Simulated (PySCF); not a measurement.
Ga(F)2(vinyl) (C2H3F2Ga), SMILES C=[CH][Ga]([F])[F]. Atoms are numbered in the order given.

```xyz
8

Ga    -0.0427    -0.3203     0.0000
F     -0.9687    -1.8064     0.0000
F      1.6884    -0.6032     0.0000
C     -0.7587     1.4729     0.0000
C      0.0666     2.5296     0.0000
H     -1.8434     1.6235     0.0000
H     -0.3137     3.5582     0.0000
H      1.1562     2.4185     0.0000
```
Charge 0, spin multiplicity 1.

Coordinates come from a B3LYP-D3(BJ)/def2-SVP optimisation. One conformer was computed; it need not be the lowest.

All values below come from PBE/def2-TZVP (PySCF).

The molecule is in vacuum.

Computed frontier levels, gap, dipole moment and polarisability:
The highest occupied level is -7.75 eV and the lowest empty level is -2.66 eV. The orbital gap is 5.09 eV. The dipole moment is 3.56 D, the quadrupole, principal values (traceless, Buckingham form, about the centre of nuclear charge) comes out as -4.51, 1.33, 3.18 D·Å and the mean static polarisability is 49.0 bohr³ (7.25 Å³). The polarisability, principal values is 32.6, 47.2, 67.1 bohr³.
